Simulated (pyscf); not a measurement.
`[B]=[O]`, doublet

Gas-phase minimum from PySCF at ωB97X-D3(BJ)/def2-SVP, one conformer. 

SMILES: [B]=O
```xyz
2

B      0.7723    -0.0597    -0.4654
O      1.6083     0.8048    -0.4117
```
Charge 0, spin multiplicity 2.

Bond lengths (Å): B1–O2 1.204.

Properties at ωB97X-D3(BJ)/def2-SVP:

| Quantity | Result |
|---|---|
| Harmonic wavenumbers, unscaled | 1979 cm⁻¹ |
| Zero-point energy | 2.8 kcal/mol |
| Rotational symmetry number | 1 |
| Entropy of this conformer at 298 K and 1 atm, rigid rotor and harmonic oscillator, modes under 100 cm⁻¹ raised to 100 | 203.3 J/(mol K) |
| Dipole moment | 2.17 D |
| Spin expectation value S2 | 0.757 |

Single-point totals, which compare only within one level (frozen core for MP2 and CC):

```
level                   total energy (hartree)
----------------------  ----------------------
ωB97X-D3(BJ)/def2-TZVP              -100.08316
PBE/def2-TZVP                        -99.94957
r²SCAN/def2-TZVP                    -100.01559
B3LYP-D3(BJ)/def2-TZVP              -100.07066
PBE0-D3(BJ)/def2-TZVP                -99.94796
M06-2X/def2-TZVP                    -100.03231
ωB97M-D3(BJ)/def2-TZVP              -100.09142
UHF/def2-TZVPP                       -99.56059
MP2/def2-TZVPP                       -99.85704
CCSD/def2-TZVPP                      -99.85841
CCSD(T)/def2-TZVPP                   -99.87262
```

The CCSD(T) − MP2 part came from Ansatz, without density fitting, on the same reference.
